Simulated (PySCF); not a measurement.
# One molecule, several mistakes: BH4NOSi

All numbers below are calculated, not measured. They come from PySCF 2.14.0, an open-source quantum chemistry program, on an isolated molecule that a program drew, which may never have been made. The molecule is BH4NOSi (charge 0, singlet), drawn as the SMILES string `NB[SiH]=O`.

Each row is a Hartree-Fock (HF) and frozen-core CCSD(T) single point in the cc-pV(D+d)Z basis, meant for a local HF minimum. Run 1 is clean. Each other run has one planted mistake out of seven kinds, and not every kind appears here: one electron removed, one electron added, multiplicity raised by two, geometry at a saddle point, minimal basis STO-3G, one bond length entered in bohr, all coordinates scaled. The reference is restricted for singlets and unrestricted otherwise, and also for a bond in bohr. Adding or removing an electron swaps singlet and doublet. Electrons count all cores. HOMO and LUMO are orbital energies over both spins, the gradient is its largest component, and the lowest frequency (negative if imaginary) is given only where the gradient is small. Bond lengths are over the 7 bonds as drawn. T1 is the CCSD diagnostic: over 0.02 (restricted) or 0.045 (unrestricted) a single reference is doubtful.

Geometry of the clean run:
```xyz
8
BH4NOSi, angstrom
N    -0.9249    1.7760   -1.1566
B    -0.0244    1.1336   -0.3335
Si    0.2340   -0.8427   -0.7583
O    -0.5231   -1.4815   -1.8935
H    -1.1574    2.7451   -1.0736
H    -1.4039    1.3010   -1.8970
H     0.5345    1.7306    0.5445
H     1.1810   -1.6205    0.0788
```

```
run  electrons  basis functions  <S^2>  HOMO (eV)  LUMO (eV)  gradient (hartree/bohr)  lowest frequency (cm^-1)  mean bond (Å)  longest bond (Å)      T1  HF (hartree)  CCSD(T) (hartree)                          mistake
  1         38               85  0.000     -10.66       1.17                  2.1e-05                       122         1.3727             2.038  0.0215    -445.29584         -445.88202                         no fault
  2         38               28  0.000      -7.14       6.69                  4.4e-02                         -         1.3727             2.038  0.0221    -439.83880         -440.09066             minimal basis STO-3G
  3         38               85  0.736     -10.63       1.10                  2.3e-02                         -         1.5000             2.038  0.0621    -445.14466         -445.73545  one bond length entered in bohr
  4         38               85  0.000     -10.58       0.91                  6.0e-02                         -         1.4441             2.144  0.0250    -445.27417         -445.87417           all coordinates scaled
  5         38               85  2.022      -6.53       0.42                  1.4e-01                         -         1.3727             2.038  0.0506    -445.20953         -445.75966                                ?
  6         39               85  0.767      -0.08       8.02                  5.6e-02                         -         1.3727             2.038  0.0202    -445.27526         -445.86699                                ?
```

**Which mistake was planted in run 5, and what did it cost?**

Electrons, basis and geometry are unchanged, and <S^2> is 2.022, beside S(S+1) = 2.00 for a multiplicity of 3. So the mistake is: multiplicity raised by two. Subtracting run 1 and multiplying by 627.51 kcal/mol a hartree, the energy moved by 54.2 kcal/mol in HF and 76.8 kcal/mol in CCSD(T).

**Which mistake was planted in run 6, and what did it cost?**

It counts 39 electrons, one more than the clean run, at the same geometry and basis. So the mistake is: one electron added. Subtracting run 1 and multiplying by 627.51 kcal/mol a hartree, the energy moved by 12.9 kcal/mol in HF and 9.4 kcal/mol in CCSD(T).

Cautions from the logs. Run 1: T1 is over the limit, so its CCSD(T) energy is less reliable; run 2: T1 is over the limit, so its CCSD(T) energy is less reliable; run 3: T1 is over the limit, so its CCSD(T) energy is less reliable; run 4: T1 is over the limit, so its CCSD(T) energy is less reliable; run 5: T1 is over the limit, so its CCSD(T) energy is less reliable; run 6: the added electron raises the CCSD(T) energy, so it isn't bound in this basis.
